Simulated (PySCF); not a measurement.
## Two-component Hartree-Fock for Ti⁺ (titanium, charge +1)

Start: [Ar] 3d1 4s2; 3d5/2 filled at m_j = +5/2. Calculated with PySCF 2.14 in x2c-TZVPall-2c (6s7p4d1f, 54 functions): generalised Hartree-Fock with the X2C-1e Hamiltonian and a Gaussian nucleus; one run each with spin-orbit coupling (SO) switched off, then screened by Boettger's factors. This is a chosen level, not necessarily the ground level.

```
spinor shell  electrons  ε, spin-free (eV)  ε, screened SO (eV)  weight of nominal j (screened SO)  rms radius, screened SO (bohr)
       1s1/2          2            -5031.9              -5031.8                              1.000                          0.0804
       2s1/2          2            -604.13              -604.13                              1.000                           0.350
       2p1/2          2            -499.68              -503.55                              0.997                           0.318
       2p3/2          4            -499.68              -497.79                              0.999                           0.321
       3s1/2          2            -92.908              -92.912                              1.000                            1.06
       3p1/2          2            -62.144              -62.549                              0.720                            1.15
       3d5/2          1            -24.288              -24.267                              1.000                            1.46
       4s1/2          2            -14.000              -14.001                              0.999                            3.33
```

Problem. Where does 3p3/2 lie, and what is the 3p spin-orbit splitting (screened SO)?

Solution. At -61.951 eV, 0.598 eV above 3p1/2.

| quantity | spin-free | screened SO |
| --- | --- | --- |
| E (hartree) | -852.38666 | -852.39244 |
| M_J | 5/2 | 5/2 |
| ⟨J²⟩ | 8.770 | 8.771 |
| ⟨L²⟩ | 6.019 | 6.019 |
| ⟨S²⟩ | 0.752 | 0.752 |

Each row is a mean over spinors that exchange with the open shell spreads, by up to 5.237 eV (3p3/2).

Rows whose weight is well below 1 are mixtures of j = l ± 1/2: exchange outweighs spin-orbit coupling there, and the label is only the starting occupation.

Without spin-orbit coupling the j labels of p, d and f shells carry no meaning; the spin-free column gives the mean over the occupied spinors of each nl shell.
